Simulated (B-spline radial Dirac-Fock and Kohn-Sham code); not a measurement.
# Satellites and hypersatellites of the K lines of Ag

System: the Ag atom, [Kr] 4d10 5p1 (an excited configuration).

The run's input, task.json:

```json
{"items": [{
  "Z": 47,
  "q": 0,
  "cfg": [[1, 0, 2], [2, 0, 2], [2, 1, 6], [3, 0, 2], [3, 1, 6], [3, 2, 10], [4, 0, 2], [4, 1, 6], [4, 2, 10], [5, 1, 1]],
  "A": 107,
  "rrms": 4.5454,
  "do": ["binding", "quiet", "double"]
}]}
```

Command: `python xray_run.py task.json out`

The computed values come from a radial atomic solver: multi-electron Dirac-Fock with separately optimised hole states, Breit and Lamb-shift corrections added in first order. Each two-hole energy is an average over J within one jj subconfiguration, not an observable level; in light atoms, where LS coupling holds, the j-resolved values are not observed lines, and for a K spectator the Kα1 hypersatellite is nearly forbidden. No correlation.

Lines without a spectator: Kα2 (K-L2) 21988.4 eV, Kα1 (K-L3) 22161.3 eV, Kβ3 (K-M2) 24907.7 eV, Kβ1 (K-M3) 24939.0 eV. Shifts in eV with one spectator hole (a dash: not computed, or left out as unreliable):

| spectator hole | Kα2 | Kα1 | Kβ3 | Kβ1 |
| --- | --- | --- | --- | --- |
| K (1s) | +534.5 | +549.4 | +680.2 | +683.3 |
| L2 (2p1/2) | +58.0 | +72.8 | – | +155.0 |
| L3 (2p3/2) | +57.9 | +57.7 | +138.9 | – |
| M2 (3p1/2) | – | +8.05 | +17.92 | +21.91 |
| M3 (3p3/2) | +6.11 | – | +18.83 | +18.24 |
| M4 (3d3/2) | +0.97 | -1.46 | – | – |
| M5 (3d5/2) | -1.86 | -0.12 | – | – |
